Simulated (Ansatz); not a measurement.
Ansatz (a program for electronic structure) input:

Ansatz 0.2 input:
```yaml
crystal:
  periodic: [false, false, false]
  atoms:
    - {symbol: Sn, position_ang: [0.00624545, 0.00001533, 0.04778301]}
    - {symbol: H, position_ang: [-0.14809190, -1.26562731, -1.19522083]}
    - {symbol: H, position_ang: [-0.16418077, 1.26486076, -1.19392983]}
basis:
  gaussian:
    orbitals: def2-SVPD
magnetization: {spin_polarized: false}
correlation: {method: ccsd_t, electrons: outside_noble_gas}
output: {forces: true}
```

Q: What final total energy does it print?

A: -214.57505 Eh (CCSD(T)/def2-SVPD). The basis has 48 functions.
